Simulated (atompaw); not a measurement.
What one change does to a pseudopotential (Sm (Z = 62), PAW (atompaw))

atompaw 4.2.0.5 input, output lines left out:

```
Sm 62
GGA-PBE scalarrelativistic loggrid 2001 logderivrange -4 5 226
6 6 5 4 0 0
6 1 0
5 2 0
4 3 6
0 0 0
c
c
c
c
c
v
c
c
c
v
v
c
c
v
v
3
3.00 2.30 2.70 2.65
y
3.25
n
n
y
0.75
n
y
0.35
n
custom rrkj vanderbiltortho sinc
4 0 troulliermartins
3.00
3.00
1.95
3.00
3.00
3.00
1.60
1.60
```

All-electron outer shells of the reference configuration (PBE, scalar-relativistic, ld1.x):

```tsv
shell	level (eV)	outermost node (bohr)	outermost maximum (bohr)
4d	-128.80	0.28	0.59
5s	-43.27	0.69	1.27
5p	-23.23	0.73	1.43
6s	-3.58	1.70	3.66
4f	-2.47	–	0.61
5d	-1.68	0.84	2.17
6p	-1.21	2.06	4.94
```

Change: all radii scaled by about 0.82 (s 2.46, p 1.60, d 2.46, f 1.32 bohr); local potential troulliermartins scheme with l = 4 at 0 Ry, radius 2.22 bohr; augmentation sinc compensation charge, radius 1.90 bohr; PAW radius 2.46 bohr; waves and projectors: custom rrkj vanderbiltortho; core correction smooth core density matched at 2.18 bohr.

Cutoffs: the cutoffs (Ry, on a coarse ladder) from which the occupation-weighted sum of valence levels, in a spherical-Bessel basis at the reference potential, stays within 10 and 1 mRy of its value at 400 Ry; they do not see the model core or the augmentation charge, which bear on the density cutoff.

What does the change do?

The potential gets harder (55 Ry and 90 Ry → 90 Ry and 160 Ry); both files keep a bound ghost (s). A smaller radius makes the pseudo-wave follow the all-electron one further in, where it bends more sharply, so more plane waves are needed.

| quantity | base | changed |
| --- | --- | --- |
| cutoff, loose | 55 Ry | 90 Ry |
| cutoff, tight | 90 Ry | 160 Ry |
| loose cutoff by channel (10 mRy a level) | s 6 Ry, p 15 Ry, f 45 Ry | s 12 Ry, p 15 Ry, f 70 Ry |
| bound ghosts | s | s |
| lowest overlap eigenvalue by channel | s 0.81, p 0.00, d 0.77, f 1.00 | s 0.06, p 0.11, d 0.95, f 0.96 |

 A true bound ghost makes a file unfit for plane-wave use even where its test errors are small: the radial tests pick states by their node count and pass the ghost by. The cutoffs see the waves, projectors and local potential, not the compensation charge or the core.
